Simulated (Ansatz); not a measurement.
Mulliken charges of `O[SiH2]S[SiH3]` from ωB97M-V/def2-TZVPP in Ansatz (PBE0-D4/def2-TZVP geometry).

```tsv
atom	x (Å)	y (Å)	z (Å)	charge (e)
O1	0.676	0.748	-1.677	-0.371
Si2	1.193	0.861	-0.122	0.395
S3	-0.409	0.797	1.284	-0.292
Si4	-1.257	-1.074	0.676	0.179
H5	0.021	1.383	-1.972	0.182
H6	2.103	-0.291	0.051	-0.019
H7	1.874	2.149	0.161	-0.036
H8	-2.033	-1.584	1.832	-0.009
H9	-2.164	-0.900	-0.486	-0.020
H10	-0.177	-2.027	0.317	-0.008
```

**Question.** By hand: the dipole of these point charges (1 e Å = 4.8032 D).

**Answer.** Σ q r = (0.074, -0.134, -0.055) e Å, of length 0.163 e Å = 0.78 D.

**Question.** How does the dipole of the full density compare? (An estimate is asked.)

**Answer.** The calculation gave: (-0.114, 0.080, -0.132) e Å, 0.92 D; the point charges give 0.85 times that, at 112° from its direction.

Point charges leave out the atoms' own dipoles, such as those of lone pairs, and Mulliken's split depends on the basis, so the two needn't agree.
